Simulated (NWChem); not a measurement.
System: C2H4FNOSi; SMILES F[Si@@H]1COC=N1

NWChem printed, in part:

```
             Northwest Computational Chemistry Package (NWChem) 7.3.0
             --------------------------------------------------------

 C1  symmetry detected

                             Geometry "geometry" -> ""
                             -------------------------

 Output coordinates in angstroms (scale by  1.889725989 to convert to a.u.)

  No.       Tag          Charge          X              Y              Z
 ---- ---------------- ---------- -------------- -------------- --------------
    1 F                    9.0000     0.04926456     2.00602686    -0.62434314
    2 Si                  14.0000    -0.03378357     0.79271855     0.44976671
    3 C                    6.0000     1.29288490    -0.53193846     0.12497967
    4 O                    8.0000     0.50848478    -1.66400336    -0.29037381
    5 C                    6.0000    -0.81227225    -1.41425999    -0.24071066
    6 N                    7.0000    -1.33632075    -0.31031280     0.10979022
    7 H                    1.0000    -0.06167511     1.42924458     1.78660731
    8 H                    1.0000     1.87390268    -0.82704865     1.01293815
    9 H                    1.0000     2.00194617    -0.28852424    -0.68114997
   10 H                    1.0000    -1.38189366    -2.30456584    -0.54719626

 Effective nuclear repulsion energy (a.u.)     304.5308154252

                                 NWChem DFT Module
                                 -----------------

 Summary of "ao basis" -> "ao basis" (spherical)
 ------------------------------------------------------------------------------
       Tag                 Description            Shells   Functions and Types
 ---------------- ------------------------------  ------  ---------------------
 F                           3-21g                   5        9   3s2p
 Si                          3-21g                   7       13   4s3p
 C                           3-21g                   5        9   3s2p
 O                           3-21g                   5        9   3s2p
 N                           3-21g                   5        9   3s2p
 H                           3-21g                   2        2   2s

            General Information
            -------------------
          SCF calculation type: DFT
          Wavefunction type:  closed shell.
          No. of atoms     :    10
          No. of electrons :    54
           Alpha electrons :    27
            Beta electrons :    27
          Charge           :     0
          Spin multiplicity:     1
          Use of symmetry is: off; symmetry adaption is: off
          Maximum number of iterations: 150
          AO basis - number of functions:    66
                     number of shells:    40
          Convergence on energy requested:  1.00D-06
          Convergence on density requested:  1.00D-05
          Convergence on gradient requested:  5.00D-04

              XC Information
              --------------
                         PBE0 Method XC Functional
                     Hartree-Fock (Exact) Exchange  0.250
          PerdewBurkeErnzerhof Exchange Functional  0.750
            Perdew 1991 LDA Correlation Functional  1.000 local
           PerdewBurkeErnz. Correlation Functional  1.000 non-local

             Grid Information
             ----------------
          Grid used for XC integration:  medium
          Radial quadrature: Mura-Knowles
          Angular quadrature: Lebedev.
          Tag              B.-S. Rad. Rad. Pts. Rad. Cut. Ang. Pts.
          ---              ---------- --------- --------- ---------
          F                   0.50       49          11.0       434
          Si                  1.10       88           9.0       590
          C                   0.70       49           9.0       434
          O                   0.60       49          10.0       434
          N                   0.65       49           9.0       434
          H                   0.35       45          11.0       434
          Grid pruning is: on
          Number of quadrature shells:   513
          Spatial weights used:  Erf1

      Superposition of Atomic Density Guess
      -------------------------------------

 Sum of atomic energies:        -591.48494708

      Non-variational initial energy
      ------------------------------

 Total energy =    -594.124918
 1-e energy   =   -1422.688014
 2-e energy   =     524.032281
 HOMO         =      -0.316058
 LUMO         =       0.054867

     ---------------------------------------------
      Total Density - Mulliken Population Analysis
     ---------------------------------------------

    Atom       Charge   Shell Charges
 -----------   ------   -------------------------------------------------------
    1 F    9     9.62   1.98  0.45  2.61  1.51  3.06
    2 Si  14    12.42   2.00  1.97  5.86  0.67  1.11  0.39  0.42
    3 C    6     6.49   1.99  0.38  1.41  1.11  1.59
    4 O    8     8.62   1.99  0.43  2.13  1.45  2.62
    5 C    6     5.21   1.99  0.42  1.20  0.70  0.90
    6 N    7     8.18   1.99  0.41  1.93  1.43  2.41
    7 H    1     1.15   0.40  0.75
    8 H    1     0.76   0.42  0.34
    9 H    1     0.77   0.42  0.35
   10 H    1     0.78   0.43  0.36

   convergence    iter        energy       DeltaE   RMS-Dens  Diis-err
 ---------------- ----- ----------------- --------- --------- ---------
 d= 0,ls=0.0,diis     1   -594.1534156316 -8.99D+02  3.11D-02  1.23D+00
 d= 0,ls=0.0,diis     2   -594.0209633881  1.32D-01  1.88D-02  2.72D+00
 d= 0,ls=0.0,diis     3   -594.2912209385 -2.70D-01  5.55D-03  1.07D-01
 d= 0,ls=0.0,diis     4   -594.2960309839 -4.81D-03  2.36D-03  7.59D-02
 d= 0,ls=0.0,diis     5   -594.3031893326 -7.16D-03  2.74D-04  3.04D-04
  Resetting Diis
 d= 0,ls=0.0,diis     6   -594.3032235534 -3.42D-05  8.46D-05  4.92D-05
 d= 0,ls=0.0,diis     7   -594.3032274192 -3.87D-06  5.61D-05  6.29D-06
 d= 0,ls=0.0,diis     8   -594.3032269347  4.84D-07  3.24D-05  1.26D-05
 d= 0,ls=0.0,diis     9   -594.3032280205 -1.09D-06  4.40D-06  1.07D-07
 d= 0,ls=0.0,diis    10   -594.3032280296 -9.02D-09  1.89D-06  3.17D-08

         Total DFT energy =     -594.303228029558
      One electron energy =    -1424.413020979840
           Coulomb energy =      584.274205739621
    Exchange-Corr. energy =      -58.695228214522
 Nuclear repulsion energy =      304.530815425183

 Numeric. integr. density =       53.999999990732

                       DFT Final Molecular Orbital Analysis
                       ------------------------------------

 Vector   25  Occ=2.000000D+00  E=-3.344645D-01
              MO Center=  5.1D-01, -2.7D-01,  6.2D-02, r^2= 3.4D+00
   Bfn.  Coefficient  Atom+Function         Bfn.  Coefficient  Atom+Function
  ----- ------------  ---------------      ----- ------------  ---------------
    39      0.324275   4 O  py               35      0.276670   4 O  py
    26     -0.228243   3 C  py               60      0.222590   7 H  s
    28     -0.204051   3 C  s                30     -0.204142   3 C  py
    29      0.200772   3 C  px                7      0.170103   1 F  px
    17      0.153858   2 Si py               16     -0.151792   2 Si px

 Vector   26  Occ=2.000000D+00  E=-2.958939D-01
              MO Center= -2.6D-01, -8.1D-01, -1.8D-02, r^2= 2.7D+00
   Bfn.  Coefficient  Atom+Function         Bfn.  Coefficient  Atom+Function
  ----- ------------  ---------------      ----- ------------  ---------------
    40      0.412099   4 O  pz               58     -0.355988   6 N  pz
    36      0.346561   4 O  pz               54     -0.301598   6 N  pz
    60      0.167128   7 H  s                39     -0.129336   4 O  py
    57      0.118824   6 N  py               45     -0.111682   5 C  pz
    35     -0.107220   4 O  py               22     -0.098056   2 Si pz

 Vector   27  Occ=2.000000D+00  E=-2.802406D-01
              MO Center= -1.1D+00, -4.5D-01,  5.1D-02, r^2= 2.0D+00
   Bfn.  Coefficient  Atom+Function         Bfn.  Coefficient  Atom+Function
  ----- ------------  ---------------      ----- ------------  ---------------
    56      0.460651   6 N  px               52      0.410229   6 N  px
    55     -0.283614   6 N  s                37     -0.214811   4 O  s
    38      0.176543   4 O  px               30     -0.172307   3 C  py
    66      0.167749  10 H  s                47      0.149683   5 C  px
    28     -0.138453   3 C  s                16     -0.129133   2 Si px

 Vector   28  Occ=0.000000D+00  E=-2.083371D-03
              MO Center= -5.2D-01, -6.8D-01, -2.0D-02, r^2= 3.2D+00
   Bfn.  Coefficient  Atom+Function         Bfn.  Coefficient  Atom+Function
  ----- ------------  ---------------      ----- ------------  ---------------
    49      0.574131   5 C  pz               45      0.402246   5 C  pz
    58     -0.331909   6 N  pz               22     -0.327374   2 Si pz
    21      0.318573   2 Si py               62      0.272313   8 H  s
     6     -0.260651   1 F  s                64     -0.251794   9 H  s
    40     -0.235367   4 O  pz               60      0.214523   7 H  s

 Vector   29  Occ=0.000000D+00  E= 5.639105D-02
              MO Center=  4.7D-01,  5.3D-01,  4.0D-01, r^2= 4.0D+00
   Bfn.  Coefficient  Atom+Function         Bfn.  Coefficient  Atom+Function
  ----- ------------  ---------------      ----- ------------  ---------------
    20      0.816405   2 Si px               28     -0.529724   3 C  s
    21      0.429115   2 Si py               29      0.429019   3 C  px
    37      0.413270   4 O  s                60     -0.396473   7 H  s
    55      0.360063   6 N  s                19      0.329015   2 Si s
    39      0.268904   4 O  py                6     -0.251065   1 F  s

 Vector   30  Occ=0.000000D+00  E= 7.895297D-02
              MO Center= -2.7D-01,  6.1D-01,  4.0D-01, r^2= 4.2D+00
   Bfn.  Coefficient  Atom+Function         Bfn.  Coefficient  Atom+Function
  ----- ------------  ---------------      ----- ------------  ---------------
    28      0.897868   3 C  s                21      0.869379   2 Si py
    20     -0.605521   2 Si px                6     -0.385919   1 F  s
    64     -0.369625   9 H  s                30      0.332012   3 C  py
    58      0.324042   6 N  pz               46      0.292373   5 C  s
    19     -0.281695   2 Si s                22     -0.281699   2 Si pz

     ---------------------------------------------
      Total Density - Mulliken Population Analysis
     ---------------------------------------------

    Atom       Charge   Shell Charges
 -----------   ------   -------------------------------------------------------
    1 F    9     9.36   1.98  0.44  2.48  1.53  2.93
    2 Si  14    12.75   2.00  1.97  5.85  0.76  1.51  0.28  0.39
    3 C    6     6.64   1.99  0.36  1.59  1.13  1.57
    4 O    8     8.47   1.99  0.42  2.12  1.51  2.44
    5 C    6     5.71   1.98  0.43  1.59  0.68  1.03
    6 N    7     7.70   1.99  0.38  1.79  1.46  2.08
    7 H    1     1.17   0.43  0.73
    8 H    1     0.74   0.46  0.28
    9 H    1     0.73   0.46  0.27
   10 H    1     0.74   0.47  0.27

     -------------------------------------------
      Total Density - Lowdin Population Analysis
     -------------------------------------------

    Atom       Charge   Shell Charges
 -----------   ------   -------------------------------------------------------
    1 F    9     9.29   1.98  0.61  2.47  1.23  3.00
    2 Si  14    13.16   2.00  1.95  5.79  0.62  1.49  0.44  0.88
    3 C    6     6.32   1.97  0.44  1.54  0.64  1.73
    4 O    8     8.18   1.98  0.58  2.10  0.98  2.54
    5 C    6     5.89   1.97  0.44  1.52  0.53  1.43
    6 N    7     7.42   1.98  0.52  1.75  0.87  2.29
    7 H    1     1.11   0.45  0.66
    8 H    1     0.87   0.46  0.41
    9 H    1     0.86   0.45  0.41
   10 H    1     0.89   0.46  0.43

     Multipole analysis of the density
     ---------------------------------

     L   x y z        total         alpha         beta         nuclear
     -   - - -        -----         -----         ----         -------
     0   0 0 0     -0.000000    -27.000000    -27.000000     54.000000

     1   1 0 0      0.861327      0.430663      0.430663     -0.000000
     1   0 1 0     -0.387329     -0.193664     -0.193664      0.000000
     1   0 0 1      0.439850      0.219925      0.219925      0.000000

     2   2 0 0    -31.120243    -83.459101    -83.459101    135.797959
     2   1 1 0      1.861659      0.245985      0.245985      1.369690
     2   1 0 1      1.103949     -0.564667     -0.564667      2.233284
     2   0 2 0    -32.523673   -176.352302   -176.352302    320.180932
     2   0 1 1      1.460552     -3.132684     -3.132684      7.725919
     2   0 0 2    -30.283468    -37.500134    -37.500134     44.716799
```

Level: PBE0/3-21G. Structure relaxed at the PBE0/def2-SVP level.

Task: Which NWChem input produces such a log?

Result: One answer among several that fit: the input that was run:
```
start job
memory heap 200 mb stack 900 mb global 1100 mb
geometry units angstroms noautoz
  F      0.038781     2.001904    -0.642036
  Si    -0.030026     0.792924     0.437945
  C      1.289838    -0.534914     0.098744
  O      0.497793    -1.667455    -0.300491
  C     -0.821734    -1.415605    -0.232246
  N     -1.338993    -0.309538     0.121641
  H     -0.037214     1.434709     1.772541
  H      1.883542    -0.827394     0.979149
  H      1.987211    -0.295680    -0.718753
  H     -1.397074    -2.306275    -0.526758
end
basis spherical
  * library 3-21g
end
dft
  xc pbe0
  iterations 150
  mulliken
end
task dft energy
```
